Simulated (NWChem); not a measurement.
System: CH6OSn; SMILES C[O][SnH3]

```xyz
9

Sn     0.0199    -0.5645     0.0000
O      0.6297     1.3324     0.0000
C     -0.2898     2.3798     0.0000
H     -0.9179    -0.8185    -1.4163
H      1.4809    -1.4440     0.0000
H     -0.9179    -0.8185     1.4163
H     -0.9490     2.3874     0.8930
H     -0.9490     2.3874    -0.8930
H      0.2614     3.3366     0.0000
```
Atoms are numbered in this order, from 1.

Level: PBE0/def2-SVP with def2 effective core potentials on Sn (NWChem), optimised geometry, unscaled harmonic frequencies. def2 effective core potentials on Sn; no spin-orbit coupling.

Question: List the harmonic frequencies with IR intensities, and the thermochemistry.

Answer: 
```json
[
 {"frequency (cm⁻¹)": "88", "IR intensity (km/mol)": "3.4"},
 {"frequency (cm⁻¹)": "133", "IR intensity (km/mol)": "0.6"},
 {"frequency (cm⁻¹)": "191", "IR intensity (km/mol)": "0.9"},
 {"frequency (cm⁻¹)": "501", "IR intensity (km/mol)": "50.9"},
 {"frequency (cm⁻¹)": "511", "IR intensity (km/mol)": "46.5"},
 {"frequency (cm⁻¹)": "562", "IR intensity (km/mol)": "63.4"},
 {"frequency (cm⁻¹)": "700", "IR intensity (km/mol)": "174.0"},
 {"frequency (cm⁻¹)": "701", "IR intensity (km/mol)": "75.7"},
 {"frequency (cm⁻¹)": "720", "IR intensity (km/mol)": "106.8"},
 {"frequency (cm⁻¹)": "1160", "IR intensity (km/mol)": "186.9"},
 {"frequency (cm⁻¹)": "1176", "IR intensity (km/mol)": "0.5"},
 {"frequency (cm⁻¹)": "1198", "IR intensity (km/mol)": "14.9"},
 {"frequency (cm⁻¹)": "1470", "IR intensity (km/mol)": "5.1"},
 {"frequency (cm⁻¹)": "1471", "IR intensity (km/mol)": "3.3"},
 {"frequency (cm⁻¹)": "1480", "IR intensity (km/mol)": "34.3"},
 {"frequency (cm⁻¹)": "1921", "IR intensity (km/mol)": "81.9"},
 {"frequency (cm⁻¹)": "1923", "IR intensity (km/mol)": "194.5"},
 {"frequency (cm⁻¹)": "1974", "IR intensity (km/mol)": "133.5"},
 {"frequency (cm⁻¹)": "2968", "IR intensity (km/mol)": "102.5"},
 {"frequency (cm⁻¹)": "3029", "IR intensity (km/mol)": "64.6"},
 {"frequency (cm⁻¹)": "3092", "IR intensity (km/mol)": "39.7"}
]
```

zero-point energy: 38.5 kcal/mol
thermal correction to the enthalpy at 298.15 K (with zero-point energy): 42.8 kcal/mol
heat capacity Cv: 18.7 cal/(mol K)
entropy at 298.15 K and 1 atm (symmetry number 1): 77.3 cal/(mol K)

Rigid rotor and harmonic oscillator; modes under 100 cm⁻¹ make the entropy uncertain.
